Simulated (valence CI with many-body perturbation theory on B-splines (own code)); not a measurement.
## E1 transitions of Os⁶¹⁺

Calculated by configuration interaction combined with many-body perturbation theory (CI+MBPT): five valence electrons over a frozen Dirac-Fock core [Ne], radial functions for each j: 9 s, 9 p, 8 d, 6 f, 3 g, 1 h, with the one-electron correlation potential Σ1, the two-electron term Σ2, the three-electron term Σ3, Breit, model QED; selected CI, second order for the rest (own B-spline code, finite nucleus).

No measured spectrum was set against this ion. As an estimate, large intervals hold to a few tenths of a per cent, small ones and those within an open d or f shell to about a per cent. Among the levels kept, up to 600 cm⁻¹ of a level comes from second order outside the variational space, and about a tenth of that is noise between levels of different J, which matters for small intervals.

Lines 1 to 50 of 220 in falling wavelength, among levels below 74.551 Ry, chosen from the strongest by gf and those to the six lowest levels. Wavelengths and rates use the calculated energies. Electric multipoles are in the length gauge, E1 and E2 with the static RPA response of the core. Weak lines are less certain than strong ones. Lines between different terms over intervals too small for the method are left out, as are lines whose strength nearly cancels. The highest levels of a list are the least certain.

Levels are named by their leading jj configuration (3d3/2^4 stands for four electrons in 3d with j = 3/2), which in mixed levels can hold well under half, so a name can repeat and another be missing. Letters in brackets count levels of one name in rising energy.

| λ vac (Å) | Upper | Lower | A (s⁻¹) | log gf | Branch % |
| --- | --- | --- | --- | --- | --- |
| 269.9 | (3s^2 3p1/2 3p3/2^2) J=3/2 | (3s^2 3p1/2^2 3d5/2) J=5/2 | 4.28e+05 | -4.73 | 0.1 |
| 213.5 | (3s^2 3p1/2 3p3/2^2) J=5/2 | (3s^2 3p1/2^2 3d5/2) J=5/2 | 1.74e+06 | -4.15 | 0.8 |
| 99.07 | (3s 3p1/2^2 3p3/2 3d3/2) J=5/2 [a] | (3s^2 3p1/2 3p3/2 3d3/2) J=3/2 [b] | 2.09e+09 | -1.73 | 4.4 |
| 83.69 | (3s 3p1/2^2 3p3/2 3d3/2) J=7/2 | (3s^2 3p1/2 3p3/2 3d3/2) J=5/2 [b] | 8.58e+09 | -1.14 | 17.2 |
| 81.69 | (3s^2 3p1/2 3p3/2^2) J=3/2 | (3s^2 3p1/2^2 3d3/2) J=3/2 | 8.97e+04 | -6.44 | 0.0 |
| 79.84 | (3s 3p1/2^2 3p3/2 3d3/2) J=3/2 [b] | (3s^2 3p1/2 3p3/2 3d3/2) J=3/2 [b] | 5.76e+09 | -1.66 | 0.7 |
| 79.34 | (3s 3p1/2^2 3p3/2 3d3/2) J=3/2 [b] | (3s^2 3p1/2 3p3/2 3d3/2) J=1/2 [b] | 3.05e+09 | -1.94 | 0.4 |
| 75.65 | (3s^2 3p1/2 3p3/2^2) J=5/2 | (3s^2 3p1/2^2 3d3/2) J=3/2 | 1.13e+08 | -3.24 | 50.4 |
| 74.62 | (3s 3p1/2^2 3p3/2 3d3/2) J=5/2 [b] | (3s^2 3p1/2 3p3/2 3d3/2) J=3/2 [b] | 1.25e+09 | -2.20 | 0.1 |
| 74.15 | (3s 3p1/2^2 3p3/2 3d5/2) J=7/2 [a] | (3s^2 3p1/2 3p3/2 3d5/2) J=7/2 [b] | 7.67e+09 | -1.30 | 1.9 |
| 73.98 | (3s 3p1/2^2 3p3/2 3d5/2) J=9/2 | (3s^2 3p1/2 3p3/2 3d5/2) J=9/2 | 1.19e+10 | -1.01 | 29.2 |
| 73.86 | (3s 3p1/2^2 3p3/2 3d3/2) J=5/2 [a] | (3s^2 3p1/2 3p3/2 3d3/2) J=7/2 | 2.77e+09 | -1.87 | 5.9 |
| 73.43 | (3s 3p1/2^2 3p3/2 3d5/2) J=7/2 [a] | (3s^2 3p1/2 3p3/2 3d5/2) J=5/2 [b] | 1.14e+10 | -1.13 | 2.8 |
| 72.95 | (3s 3p1/2^2 3p3/2^2) J=5/2 | (3s^2 3p1/2 3p3/2^2) J=5/2 | 1.08e+10 | -1.29 | 2.5 |
| 72.54 | (3s 3p1/2^2 3p3/2 3d3/2) J=1/2 [b] | (3s^2 3p1/2 3p3/2 3d3/2) J=3/2 [b] | 3.90e+09 | -2.21 | 0.2 |
| 72.13 | (3s 3p1/2^2 3p3/2 3d3/2) J=1/2 [b] | (3s^2 3p1/2 3p3/2 3d3/2) J=1/2 [b] | 1.24e+10 | -1.71 | 0.7 |
| 70.15 | (3s 3p1/2^2 3p3/2 3d3/2) J=5/2 [a] | (3s^2 3p1/2 3p3/2 3d3/2) J=3/2 [a] | 2.78e+09 | -1.91 | 5.9 |
| 69.66 | (3s 3p1/2^2 3p3/2 3d3/2) J=5/2 [b] | (3s^2 3p1/2 3p3/2 3d3/2) J=5/2 [b] | 6.55e+09 | -1.54 | 0.5 |
| 69.33 | (3s 3p1/2^2 3p3/2 3d3/2) J=3/2 [a] | (3s^2 3p1/2 3p3/2 3d3/2) J=3/2 [a] | 9.31e+09 | -1.57 | 9.2 |
| 69.26 | (3s 3p1/2^2 3p3/2 3d3/2) J=7/2 | (3s^2 3p1/2 3p3/2 3d3/2) J=7/2 | 1.61e+10 | -1.03 | 32.3 |
| 69.19 | (3s 3p1/2^2 3p3/2 3d3/2) J=3/2 [a] | (3s^2 3p1/2 3p3/2 3d3/2) J=1/2 [a] | 3.15e+09 | -2.04 | 3.1 |
| 68.95 | (3s^2 3p1/2 3p3/2^2) J=1/2 | (3s^2 3p1/2^2 3d3/2) J=3/2 | 1.63e+06 | -5.63 | 0.5 |
| 68.66 | (3s 3p1/2^2 3p3/2 3d3/2) J=5/2 [a] | (3s^2 3p1/2 3p3/2 3d3/2) J=5/2 [a] | 1.61e+10 | -1.17 | 34.2 |
| 68.53 | (3s 3p1/2^2 3p3/2 3d5/2) J=9/2 | (3s^2 3p1/2 3p3/2 3d5/2) J=7/2 [a] | 2.86e+10 | -0.70 | 70.0 |
| 68.38 | (3s 3p1/2^2 3p3/2 3d3/2) J=1/2 [a] | (3s^2 3p1/2 3p3/2 3d3/2) J=3/2 [a] | 1.13e+10 | -1.80 | 24.4 |
| 68.26 | (3s 3p1/2^2 3p3/2 3d5/2) J=5/2 [a] | (3s^2 3p1/2 3p3/2 3d5/2) J=5/2 [a] | 1.78e+10 | -1.13 | 3.6 |
| 68.24 | (3s 3p1/2^2 3p3/2 3d3/2) J=1/2 [a] | (3s^2 3p1/2 3p3/2 3d3/2) J=1/2 [a] | 1.84e+10 | -1.59 | 39.6 |
| 68.15 | (3s 3p1/2 3p3/2^3) J=5/2 | (3s^2 3p3/2^3) J=3/2 | 1.74e+10 | -1.14 | 1.2 |
| 68.09 | (3s 3p1/2^2 3p3/2^2) J=5/2 | (3s^2 3p1/2 3p3/2^2) J=3/2 | 1.71e+10 | -1.15 | 4.0 |
| 67.88 | (3s 3p1/2^2 3p3/2 3d3/2) J=3/2 [a] | (3s^2 3p1/2 3p3/2 3d3/2) J=5/2 [a] | 1.28e+10 | -1.45 | 12.7 |
| 67.22 | (3s 3p1/2^2 3p3/2^2) J=3/2 | (3s^2 3p1/2 3p3/2^2) J=1/2 | 2.65e+05 | -6.14 | 0.0 |
| 67.11 | (3s 3p1/2^2 3p3/2 3d5/2) J=7/2 [b] | (3s^2 3p1/2 3p3/2 3d5/2) J=7/2 [b] | 5.30e+09 | -1.54 | 0.4 |
| 66.94 | (3s 3p1/2^2 3p3/2 3d5/2) J=5/2 [a] | (3s^2 3p1/2 3p3/2 3d5/2) J=3/2 [a] | 2.54e+10 | -0.99 | 5.2 |
| 66.91 | (3s 3p1/2^2 3p3/2 3d5/2) J=1/2 | (3s^2 3p1/2 3p3/2 3d5/2) J=3/2 [b] | 3.28e+10 | -1.36 | 7.9 |
| 66.52 | (3s 3p1/2^2 3p3/2 3d5/2) J=7/2 [b] | (3s^2 3p1/2 3p3/2 3d5/2) J=5/2 [b] | 1.09e+10 | -1.24 | 0.7 |
| 66.37 | (3s 3p1/2^2 3p3/2^2) J=1/2 | (3s^2 3p1/2 3p3/2^2) J=1/2 | 3.71e+10 | -1.31 | 4.4 |
| 65.88 | (3s^2 3p1/2 3d3/2^2) J=3/2 | (3s^2 3p1/2 3p3/2 3d5/2) J=5/2 [a] | 1.18e+10 | -1.51 | 0.3 |
| 65.76 | (3s 3p1/2^2 3p3/2 3d5/2) J=3/2 [b] | (3s^2 3p1/2 3p3/2 3d5/2) J=1/2 | 2.36e+10 | -1.21 | 1.7 |
| 64.67 | (3s 3p1/2^2 3p3/2 3d3/2) J=7/2 | (3s^2 3p1/2 3p3/2 3d3/2) J=5/2 [a] | 4.08e+09 | -1.69 | 8.2 |
| 64.65 | (3s^2 3p1/2 3d3/2^2) J=3/2 | (3s^2 3p1/2 3p3/2 3d5/2) J=3/2 [a] | 4.26e+09 | -1.97 | 0.1 |
| 64.42 | (3s 3p1/2^2 3p3/2 3d5/2) J=3/2 [b] | (3s^2 3p1/2 3p3/2 3d5/2) J=3/2 [b] | 2.97e+10 | -1.13 | 2.1 |
| 64.34 | (3s 3p1/2^2 3p3/2 3d5/2) J=7/2 [a] | (3s^2 3p1/2 3p3/2 3d5/2) J=9/2 | 9.29e+09 | -1.34 | 2.3 |
| 63.48 | (3s 3p1/2^2 3p3/2 3d5/2) J=3/2 [a] | (3s^2 3p1/2 3p3/2 3d5/2) J=5/2 [a] | 1.86e+10 | -1.35 | 0.4 |
| 62.86 | (3s^2 3p1/2 3d3/2^2) J=5/2 | (3s^2 3p1/2 3p3/2 3d3/2) J=3/2 [b] | 3.32e+09 | -1.93 | 0.1 |
| 62.34 | (3s 3p1/2^2 3p3/2 3d5/2) J=3/2 [a] | (3s^2 3p1/2 3p3/2 3d5/2) J=3/2 [a] | 4.95e+09 | -1.94 | 0.1 |
| 62.23 | (3s 3p1/2^2 3p3/2 3d5/2) J=5/2 [b] | (3s^2 3p1/2 3p3/2 3d5/2) J=7/2 [b] | 4.02e+10 | -0.85 | 3.3 |
| 61.88 | (3s 3p1/2^2 3p3/2^2) J=3/2 | (3s^2 3p1/2 3p3/2^2) J=5/2 | 3.68e+10 | -1.07 | 3.4 |
| 61.72 | (3s 3p1/2^2 3p3/2 3d5/2) J=5/2 [b] | (3s^2 3p1/2 3p3/2 3d5/2) J=5/2 [b] | 1.72e+10 | -1.23 | 1.4 |
| 61.20 | (3s 3p1/2 3p3/2^3) J=1/2 | (3s^2 3p3/2^3) J=3/2 | 3.61e+10 | -1.39 | 1.3 |
| 61.16 | (3s 3p1/2^2 3p3/2 3d3/2) J=3/2 [a] | (3s 3p1/2^2 3p3/2^2) J=1/2 | 3.55e+09 | -2.10 | 3.5 |

How does gf follow from A for the line at 64.34 Å?

gf = 1.4992 × (2J+1)_upper × A / σ², with σ = 1554267 cm⁻¹ and 2J+1 = 8: gf = 0.0461.
